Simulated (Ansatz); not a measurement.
The cluster Li₂Al₃. Charge 0, multiplicity 2. Geometry relaxed at B3LYP-D4/def2-TZVP.

```xyz
5

Al   -0.728    1.127   -0.481
Al    1.224   -0.130    0.371
Al   -0.356    0.499    2.382
Li    0.900    0.098   -2.370
Li   -1.040   -1.594    0.098
```

The structure comes from a short search, and lower isomers may exist.

Estimate the harmonic wavenumbers at UKS B3LYP-D4/def2-TZVP (Ansatz, unscaled). Is this a minimum?

75, 91, 103, 176, 180, 237, 325, 331, 361 cm⁻¹. Yes, no mode is imaginary beyond noise. Zero-point energy 11.2 kJ/mol. Run time 2 min (2 threads of Arm Neoverse V1 on a shared host).
